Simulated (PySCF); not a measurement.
# Hartree-Fock beside MP2: AlH5N anion

Calculated results; nothing here was measured. They come from PySCF 2.14.0, an open-source quantum chemistry program, on an isolated molecule that a program drew, which may never have been made. The molecule is AlH5N anion (charge -1, singlet), drawn as the SMILES string `[NH2][AlH3-]`.

The geometry was optimised and harmonic frequencies were computed with HF and MP2, all in the aug-cc-pV(D+d)Z basis, for the commonest isotopes, with a restricted reference for singlets and an unrestricted one otherwise, and a frozen core in MP2. Each result is a local minimum of its method.

Geometry at the HF minimum:
```xyz
7
AlH5N anion, angstrom
N    -0.4344   -2.5869   -1.6540
Al    0.3836   -2.6823    0.0402
H    -0.7710   -1.6893   -1.9549
H     0.0642   -2.9829   -2.4311
H     1.7904   -1.8099    0.1397
H     0.7399   -4.2606    0.3421
H    -0.6722   -2.0753    1.1472
```

Lengths of the bonds as drawn, in Å (atoms numbered as above):
| bond | HF | MP2 |
|---|---|---|
| N1-Al2 | 1.884 | 1.911 |
| N1-H3 | 1.005 | 1.023 |
| N1-H4 | 1.005 | 1.023 |
| Al2-H5 | 1.658 | 1.652 |
| Al2-H6 | 1.646 | 1.641 |
| Al2-H7 | 1.646 | 1.641 |

Rotational constants, in GHz:
| constant | HF | MP2 |
|---|---|---|
| A | 57.16 | 56.73 |
| B | 10.81 | 10.58 |
| C | 10.53 | 10.32 |

Harmonic frequencies in cm^-1, each column in rising order, so a row needn't be the same motion in every method:
```
rank,HF,MP2
1,136,136
2,395,398
3,522,492
4,614,578
5,637,603
6,787,754
7,805,771
8,847,812
9,857,818
10,1609,?
11,1659,1628
12,1668,1676
13,1745,1737
14,3703,3495
15,3781,3596
```

**Estimate the missing MP2 frequency from the HF column.**

A single factor s that minimises the squared misfit of MP2 against s times HF over the other rows is sum(HF x MP2) / sum(HF^2) = 0.9582, with an rms misfit of 34 cm^-1. For rank 10 it gives 0.9582 x 1609 = 1542 cm^-1. The calculation gives 1535 cm^-1, 7 cm^-1 below the estimate. The drawn bonds are on average 0.7 % longer in MP2 than in HF.
